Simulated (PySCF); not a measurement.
Species: C₆H₁₄N₂Si₂.
Bonds: C1–C2 (triple), C2–C3, C3–C4 (double), C3–N5, N5–Si6, N5–Si7, Si7–N8, N8–C9, N8–C10. Hydrogens: H11 on C1; H12, H13 on C4; H14, H15, H16 on Si6; H17, H18 on Si7; H19, H20, H21 on C9; H22, H23, H24 on C10.

Torsions of this conformer, `[CH:1]#[C:2][C:3](=[CH2:4])[N:5]([SiH3:6])[SiH2:7][N:8]([CH3:9])[CH3:10]`: C2–C3–N5–Si6 -21°, C3–N5–Si7–N8 -50°, N5–Si7–N8–C9 113°.

The closed-shell ground state was solved at several levels (PySCF, density fitting, gas phase, non-relativistic). Isolated species at its PBE0-D3(BJ)/def2-SVP geometry (one conformer only).

```tsv
level	basis functions	total energy (Eh)	HOMO (eV)	LUMO (eV)	gap (eV)	dipole (D)
wB97X-D/def2-SVPD	320	-924.9609	-8.16	0.89	9.05	1.04
wB97X-D/pcSseg-1	254	-925.3128	-8.13	0.98	9.11	1.07
```

Question: Estimate the row for PBE0/pcSseg-1, a basis of 254 functions; the other rows only guide the guess.

Answer: Total energy -924.7761 Eh, HOMO -6.35 eV, LUMO -0.75 eV, gap 5.60 eV, dipole 1.08 D.

Question: Over all these levels, which gives the widest orbital gap and which the narrowest?

Answer: wB97X-D/pcSseg-1 (range-separated hybrid) has the widest, 9.11 eV, and PBE0/pcSseg-1 (global hybrid, 25 % exact exchange) the narrowest, 5.60 eV. The two share the basis. From the narrowest to the widest the HOMO moves by -1.78 eV and the LUMO by +1.73 eV.

Question: How far do the dipole and the HOMO energy spread over the levels?

Answer: The dipole runs from 1.04 to 1.08 D (mean 1.06 D) and the HOMO from -8.16 to -6.35 eV.

The pairwise dispersion term of wB97X-D wasn't added to the energies; at a given geometry it leaves orbitals and properties as they are.
